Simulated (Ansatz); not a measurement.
Reaction (formal exchange of groups at the As–C bond): `N[AsH]CO` + `O/C=C\Cl` → `N[AsH]O` + `OC/C=C/Cl`

Gas-phase electronic energies from Ansatz, PBE0-D4/def2-TZVP geometries. CCSD(T)/CBS is the MP2 limit (def2-TZVPP, def2-QZVPP) plus CCSD(T) − MP2 in def2-TZVPP, frozen cores. Double bonds are as drawn, so ΔE can hold a change between cis and trans. DFT in def2-TZVPP. B3LYP here is the variant with VWN-RPA as its local correlation; programs differ in this. For As outer-core shells are correlated without core-valence functions, which leaves a few kJ/mol of doubt a bond. Scalar relativity is left out up to krypton. One conformer a species, not always the lowest.

| level | ΔE (kJ/mol) | difference from CCSD(T)/CBS |
| --- | --- | --- |
| PBE-D4 | -55.8 | 10.9 |
| r2SCAN-D4 | -59.7 | 7.0 |
| PBE0-D4 | -56.6 | 10.1 |
| ωB97X-V | -63.6 | 3.1 |
| PBE | -57.4 | 9.3 |
| r2SCAN | -59.9 | 6.8 |
| PBE0 | -58.0 | 8.7 |
| B3LYP | -65.7 | 1.0 |
| SCS-MP2/def2-TZVPP | -71.7 | -5.0 |
| CCSD/def2-TZVPP | -66.7 | 0.0 |
| CCSD(T)/def2-TZVPP | -65.6 | 1.1 |
| MP2/def2-QZVPP | -70.2 | -3.5 |
| SCS-MP2/def2-QZVPP | -72.9 | -6.2 |
| HF/CBS(def2) | -73.9 | -7.2 |
| MP2/CBS(def2) | -70.2 | -3.5 |
| CCSD/CBS(def2) | -67.8 | -1.1 |
| CCSD(T)/CBS | -66.7 | 0 |

Largest T1 diagnostic among the species: 0.012.

In def2-TZVPP, CCSD(T) changes the Hartree–Fock value by +6.9 kJ/mol (the triples alone add +1.1 kJ/mol) and MP2 by +3.4 kJ/mol.

CCSD(T)/CBS has its own doubt, a few kJ/mol and more with outer-core shells, so smaller differences from it don't rank the levels.
